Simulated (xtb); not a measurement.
Si(F)3(SiH3) (F3H3Si2), SMILES F[Si]([SiH3])(F)F. All values are semi-empirical tight-binding results from xtb (GFN2-xTB unless named), good for trends rather than for accurate numbers. Coordinates come from a GFN2-xTB optimisation.

Optimised geometry:

Bonds (Å): F1–Si2 1.593, Si2–F3 1.593, Si2–F4 1.593, Si2–Si5 2.280, Si5–H6 1.466, Si5–H7 1.466, Si5–H8 1.466. Angles (°): F1–Si2–F3 101.7, F1–Si2–F4 101.7, F1–Si2–Si5 116.4, F3–Si2–F4 101.7, F3–Si2–Si5 116.4, F4–Si2–Si5 116.4, Si2–Si5–H6 110.3, Si2–Si5–H7 110.3, Si2–Si5–H8 110.3, H6–Si5–H7 108.6, H6–Si5–H8 108.6, H7–Si5–H8 108.6.
Charge 0, spin multiplicity 1.

The geometry has at least one imaginary mode, so it is a saddle point at that level.

| Item | Value |
|---|---|
| point group as xtb finds it | C3v |
| orbital gap | 5.17 eV |
| dipole moment | 3.38 D |
| static polarisability (D4 model) | 69.0 bohr³ |
| solvation energy, GFN2-xTB/ALPB(water) | -0.2 kcal/mol |
| solvation energy, GFN2-xTB/ALPB(ch2cl2) | -1.7 kcal/mol |

Computed atomic charges and the Wiberg bond orders between heavy atoms:
charges (e) F1 -0.26, Si2 0.61, F3 -0.26, F4 -0.26, Si5 0.40, H6 -0.08, H7 -0.08, H8 -0.08. Bond orders F1–Si2 1.11, Si2–F3 1.11, Si2–F4 1.11, Si2–Si5 0.79.
